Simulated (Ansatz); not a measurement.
Two members of one family (Tetramethylammonium salts), computed with Ansatz in the gas phase; def2 core potentials for Sb, no spin–orbit coupling. The two geometries come from different levels. Binding counts from free atoms in the multiplicity of their measured ground term, without zero-point energy. The structures are stationary points that may keep the symmetry of their start.

First: tetramethylammonium trifluoroacetate (singlet, charge 0, PBE0-D4/def2-SVP geometry).

```xyz
24

C     1.1632   -0.0954   -1.2188
N     0.5803   -1.2232   -0.4319
C     0.8326   -0.9871    1.0226
C     1.1907   -2.5061   -0.8454
C    -0.8935   -1.2489   -0.6731
H     2.2262   -0.0010   -0.9640
H     1.0501   -0.3236   -2.2869
H     0.5855    0.8129   -0.9610
H     0.3517   -0.0281    1.3328
H     0.4057   -1.8292    1.5844
H     1.9178   -0.9486    1.1801
H     0.9992   -2.6729   -1.9142
H     2.2731   -2.4642   -0.6654
H     0.7503   -3.3213   -0.2578
H    -1.0677   -1.5155   -1.7246
H    -1.2725   -0.2294   -0.4736
H    -1.3458   -1.9991   -0.0128
O    -1.0377    1.7394   -0.3501
C    -0.9913    2.1088    0.8435
O    -0.4825    1.5484    1.8235
C    -1.6564    3.4730    1.1621
F    -2.5769    3.3423    2.1254
F    -0.7436    4.3505    1.5985
F    -2.2585    4.0184    0.1068
```

```json
{"level": "PBE-D4/def2-SVP", "HOMO (eV)": "-4.46", "LUMO (eV)": "-0.67", "gap (eV)": "3.79", "binding per atom (eV)": "4.33"}
{"level": "PBE-D4/def2-TZVP", "HOMO (eV)": "-4.89", "LUMO (eV)": "-1.06", "gap (eV)": "3.83", "binding per atom (eV)": "4.26"}
{"level": "revPBE-D4/def2-TZVP", "HOMO (eV)": "-4.77", "LUMO (eV)": "-0.93", "gap (eV)": "3.83", "binding per atom (eV)": "4.13"}
{"level": "r2SCAN-D4/def2-TZVP", "HOMO (eV)": "-5.23", "LUMO (eV)": "-0.49", "gap (eV)": "4.75", "binding per atom (eV)": "4.14"}
{"level": "PBE0-D4/def2-TZVP", "HOMO (eV)": "-6.55", "LUMO (eV)": "-0.24", "gap (eV)": "6.32", "binding per atom (eV)": "4.14"}
```

Second: tetramethylammonium hexafluoroantimonate (singlet, charge 0, PBE-D4/def2-SVP geometry).

```xyz
24

C     0.0413   -1.3294    0.9173
N    -0.7283   -0.0387    1.0482
C    -1.5968    0.1500   -0.1689
C     0.2435    1.1109    1.1467
C    -1.5834   -0.0832    2.2753
H     0.6991   -1.2518    0.0324
H     0.6405   -1.4711    1.8350
H    -0.6821   -2.1555    0.7952
H    -2.3110   -0.6915   -0.2200
H    -2.1362    1.1085   -0.0673
H    -0.9461    0.1598   -1.0620
H     0.8930    0.9445    2.0257
H     0.8453    1.1353    0.2207
H    -0.3329    2.0452    1.2632
H    -0.9361   -0.2029    3.1631
H    -2.2783   -0.9394    2.2008
H    -2.1557    0.8585    2.3532
F     2.9321   -1.3737   -3.1391
Sb    1.8015    0.0949   -2.5992
F     3.1948    1.4033   -2.8667
F     2.3688   -0.1408   -0.7168
F     1.0865    0.3382   -4.3758
F     0.5960    1.4979   -1.8998
F     0.3445   -1.1688   -2.1612
```

Question: What does the change do? Estimate second minus first.

Answer: 
```tsv
level	Δ HOMO (eV)	Δ LUMO (eV)	Δ gap (eV)	Δ binding per atom (eV)
PBE-D4/def2-SVP	-2.96	-1.78	1.18	-0.42
PBE-D4/def2-TZVP	-3.05	-1.76	1.29	-0.37
revPBE-D4/def2-TZVP	-3.06	-1.72	1.34	-0.35
r2SCAN-D4/def2-TZVP	-3.26	-2.13	1.13	-0.34
PBE0-D4/def2-TZVP	-3.56	-1.63	1.93	-0.37
```
